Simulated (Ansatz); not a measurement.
A structure relaxed at PBE-D4/def2-SVP in Ansatz, charge 0, doublet:

```xyz
5

Mg    1.813   -1.715   -1.350
Mg   -1.737    1.800    1.338
I    -3.483    3.262    2.592
I     3.291   -3.481   -2.556
I     0.115    0.134   -0.023
```

Question: Give its formula.

Answer: Mg₂I₃.

Question: Summarise the bond lengths by kind (pairs closer than 1.2 times the sum of covalent radii, bridged metal pairs left out).

Answer: 4 × I–Mg 2.60 to 2.84 Å.

In the def2 sets I takes a core potential; there is no spin–orbit coupling. The relaxation made no stability test and no search for a lower SCF solution. Another isomer (doublet) lies 1.36 eV lower at PBE0-D4/def2-TZVP; other spin states weren't run for this one.
